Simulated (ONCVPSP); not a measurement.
manganese ONCV: all-electron and pseudo phase curves

Mn, optimised norm-conserving Vanderbilt (ONCV), made with ONCVPSP 4.0.1 (PBE, scalar-relativistic). Core [Ne], reference 3s2 3p6 3d5 4s1 (charge +1). Waves: 3s+4s: rc 1.10 bohr, ncon 4, nbas 9, qcut 14.4 1/bohr, 3 projectors, debl 1.9 Ha; 3p: rc 0.85 bohr, ncon 4, nbas 7, qcut 11.4 1/bohr, 2 projectors, debl 2.1 Ha; 3d: rc 1.30 bohr, ncon 4, nbas 8, qcut 11.8 1/bohr, 3 projectors, debl 2.1 Ha. Local part: polynomial inside 0.75 bohr (lpopt 5, dvloc0 2 Ha). Core correction: Teter function, fcfact 2.25, rcfact 1.75.

In the p channel the program set the typed energies aside and used -2.309, 0.250 Ha.

The phase is arctan(r·R′/R) of the radial function R(r), unwrapped; energies in Ha, scanned from -5 to 5 Ha. A pole is an energy at which the radial function vanishes at the test radius. The pseudo phase is shifted by a multiple of π to meet the all-electron one at the reference energy, and phase errors are pseudo minus all-electron; the curves can meet again beyond the range given. Levels narrower than the energy grid can be missing from the lists of poles.

| channel | radius (bohr) | reference energy (Ha) | poles, all-electron | poles, pseudo | unbroken range about the reference energy with phases within 0.05 rad | phase error 1 Ha above the reference energy (rad) |
| --- | --- | --- | --- | --- | --- | --- |
| s | 1.12 | -0.44 | -1.23 | -1.23 | the whole range | +0.000 |
| p | 0.86 | -2.31 | 4.74 | 4.73 | the whole range | -0.000 |
| d | 1.32 | -0.55 | 0.64 | 0.64 | the whole range | -0.000 |

Phases in the p channel:

| E (Ha) | all-electron | pseudo |
| --- | --- | --- |
| -4.96 | 0.016 | 0.016 |
| -4.48 | -0.205 | -0.205 |
| -4.00 | -0.423 | -0.423 |
| -3.52 | -0.618 | -0.618 |
| -3.04 | -0.784 | -0.784 |
| -2.56 | -0.919 | -0.919 |
| -2.08 | -1.028 | -1.028 |
| -1.60 | -1.117 | -1.117 |
| -1.12 | -1.189 | -1.189 |
| -0.64 | -1.249 | -1.249 |
| -0.16 | -1.299 | -1.299 |
| 0.32 | -1.342 | -1.342 |
| 0.80 | -1.379 | -1.379 |
| 1.28 | -1.411 | -1.411 |
| 1.76 | -1.440 | -1.440 |
| 2.24 | -1.466 | -1.466 |
| 2.72 | -1.489 | -1.490 |
| 3.20 | -1.511 | -1.511 |
| 3.68 | -1.531 | -1.531 |
| 4.16 | -1.550 | -1.550 |
| 4.64 | -1.567 | -1.568 |
